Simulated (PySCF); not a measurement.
How methods differ on the excitation energy of Yb

Yb [Xe] 4f14 6s2 (1S) → Yb [Xe] 4f14 5d1 6s1 (3D), as a difference of total energies. Computed with PySCF 2.14 in cc-pVTZ-X2C (10s9p7d5f3g1h, 145 functions), with scalar relativity by spin-free X2C-1e. Correlated levels: valence: [Kr] 4d10 frozen; valence and next inner shell: [Ar] 3d10 frozen. The calculations carry no spin-orbit coupling.

```json
{"method": "UHF", "excitation energy (eV)": "2.629"}
{"method": "LDA", "excitation energy (eV)": "2.787"}
{"method": "PBE", "excitation energy (eV)": "2.641"}
{"method": "PBE0", "excitation energy (eV)": "2.667"}
{"method": "r2SCAN", "excitation energy (eV)": "2.365"}
{"method": "MP2 (valence)", "excitation energy (eV)": "3.127"}
{"method": "SCS-MP2 (valence)", "excitation energy (eV)": "3.322"}
{"method": "MP2 (valence and next inner shell)", "excitation energy (eV)": "3.149"}
{"method": "SCS-MP2 (valence and next inner shell)", "excitation energy (eV)": "3.341"}
```

Question: How much does correlation contribute at MP2 (valence and next inner shell)?

Answer: 3.149 − (2.629) = 0.520 eV, measured against UHF.

For comparison: 3.092 eV (measured; NIST levels, between the centres of gravity of the two terms).
